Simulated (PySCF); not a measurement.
C2H6Si, charge -1, doublet, at a GFN2-xTB geometry (a state made from the parent by changing its charge; the spin is typed, not shown lowest) (in this run its highest filled SCF level lies above zero, so its values depend strongly on the basis, on diffuse functions most of all). Base run: R2SCAN/STO-3G in PySCF.

Geometry (Å):
```xyz
9

Si    -0.2522     0.1148     0.6782
C      0.7496     1.2600    -0.4590
H      0.9370     2.2126     0.0460
H      0.2313     1.4956    -1.4000
H      1.7313     0.8465    -0.7324
C     -0.4154    -1.4122    -0.4397
H      0.5543    -1.8534    -0.7129
H     -0.9457    -1.2042    -1.3805
H     -0.9831    -2.1916     0.0778
```
Charge -1, spin multiplicity 2.
Orbitals are unrestricted.
All else is at PySCF's defaults.
Base energy -364.71155 Eh.

Variants of this job, named by their change:

```csv
change,ΔE vs base (mEh),grid points,electrons on the grid
base,0.000,106264,32.99999
"grids.atom_grid = (150, 974)",-0.259,730504,33.00000
grids.level = 7,-0.261,560944,33.00000
"grids.atom_grid = (75, 302)",-0.460,131136,32.99998
"grids.atom_grid = (50, 194)",0.478,59488,33.00005
grids.prune = off,0.000,170624,32.99999
grids.becke_scheme = stratmann,0.000,106264,32.99999
grids.radi_method = gauss_chebyshev,0.047,103552,32.99999
grids.level = 1,1.483,31608,33.00005
grids.level = 0,-78.551,7520,33.00414
grids.radi_method = delley,-0.251,114016,32.99999
```

Open shells are given as the SCF converged; they aren't shown to be the lowest states, and a large step between rows can be another state.
